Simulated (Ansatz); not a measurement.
# A rate constant, worked out

An elementary step of SiH2Cl2O, singlet (SiCl₂ + H₂O → SiH₂Cl₂O ([OH][SiH]([Cl])[Cl]); H–O broken or loosened, Si–H, Si–O formed or tightened). The start structure is the complex of the reactants, bound by 0.51 eV, and the electronic barrier above it is 1.389 eV by CCSD(T) at an estimated basis limit (MP2 extrapolated from triple and quadruple zeta, plus CCSD(T) − MP2 in triple zeta). Computed with Ansatz 0.2.0 (basis: def2-TZVPP and def2-QZVPP); correlated methods freeze the cores. Extrapolation: Hartree–Fock as exp(−7.88 √X), correlation as X^−2.97. Harmonic wavenumbers at PBE0-D4/def2-TZVP (Ansatz 0.2.0), in cm⁻¹:

Start: 126, 156, 184, 223, 295, 422, 455, 632, 675, 1616, 3713, 3806.

Saddle: 1524i, 170, 179, 258, 340, 513, 545, 601, 719, 1032, 1904, 3751.

Task: Work out the transition-state-theory rate constant at 500 K from these numbers alone (harmonic vibrations; rotation, path degeneracy and anharmonicity left out), and the Wigner tunnelling factor. Use 1 cm⁻¹ = 1.2398 × 10⁻⁴ eV and k_B = 8.617 × 10⁻⁵ eV/K.

Result: Zero-point energies, half the sums: start 12303/2 cm⁻¹ = 0.7627 eV; saddle, real modes only, 10012/2 cm⁻¹ = 0.6207 eV.
Barrier with zero-point energy: 1.389 + 0.6207 − 0.7627 = 1.2470 eV.
k_BT = 0.04309 eV, so the barrier is 28.94 k_BT.
Vibrational partition functions from the zero-point level, ln q = −Σ ln(1 − exp(−hν/k_BT)): start 5.411, saddle 3.858.
k = (k_BT/h) exp(ln q‡ − ln q) exp(−E0/k_BT), with log₁₀(k_BT/h in s⁻¹) = 13.02: log₁₀ k = 13.02 + (-1.553 − 28.94)/2.3026 = -0.22, so k ≈ 6 × 10^(-1) s⁻¹.
Wigner factor: 1 + (hν‡/k_BT)²/24 = 1 + (4.39)²/24 = 1.80, too large for this simple formula to be trusted. A change of 1 kcal/mol (0.043 eV) in the barrier would change k by a factor of 2.7 at this temperature.

T1 diagnostic: at most 0.014. The restricted Hartree–Fock reference is unstable towards an unrestricted one at one or more of these structures.

Losses and insertions of silylenes and their heavier kin drive the gas-phase chemistry of silicon and germanium vapour deposition.

Labels in which every atom is bracketed show which atoms are joined, not bond orders.

For scale, one of the runs: CCSD(T)/def2-TZVPP, 185 basis functions, launched by `ansatz run in.yaml --threads 2 --pin off --events-out ev --progress --plain --max-ram 4352MiB`. Hardware: 2 CPU threads of an Arm Neoverse V2, shared host. Wall time 41 s; peak host memory 1.7 GiB.
